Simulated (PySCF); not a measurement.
GeI₂, charge -1, doublet, geometry from GFN2-xTB (a state made from the parent by changing its charge; the spin is typed, not shown lowest) (all electrons, no relativity) (in this run its highest filled SCF level lies above zero, so its values depend strongly on the basis, on diffuse functions most of all). Base run: SVWN5/3-21G run with PySCF.

The PySCF input:
```python
from pyscf import gto, scf, dft

mol = gto.M(
    atom='''
Ge    0.00262673   -0.01192623    1.28932309
I     1.10279430   -1.88448564   -0.40894272
I    -1.10438024    1.89168638   -0.36951650
''',
    basis='3-21g',
    charge=-1,
    spin=1,
    verbose=4,
    symmetry=True,
)

mf = dft.UKS(mol)
mf.xc = 'lda,vwn'
mf.kernel()
mf.analyze()
```

The base run was repeated with changes; each row names its change, and settings that it needs were set with it.

| change | ΔE vs base (eV) | point group used | SCF cycles |
|---|---|---|---|
| base | 0.00 | C2v | 8 |
| symmetry = off | 0.00 | C1 | 8 |
| symmetry_subgroup = C2 | 0.00 | C2 | 8 |
| irrep_nelec = A1:(28, 27) A2:(8, 9) B1:(12, 11) B2:(22, 22) | 4.52 | C2v | 8 |
| symmetry_subgroup = Cs | 0.00 | Cs | 8 |
| irrep_nelec = A1:(27, 27) A2:(9, 9) B1:(11, 11) B2:(23, 22) | 2.11 | C2v | 9 |
| irrep_nelec = A1:(27, 27) A2:(10, 9) B1:(11, 11) B2:(22, 22) | 14.02 | C2v | 10 |
| irrep_nelec = A1:(28, 27) A2:(9, 9) B1:(12, 11) B2:(21, 22) | 4.36 | C2v | 8 |

Open shells are given as the SCF converged; they aren't shown to be the lowest states, and a large step between rows can be another state.
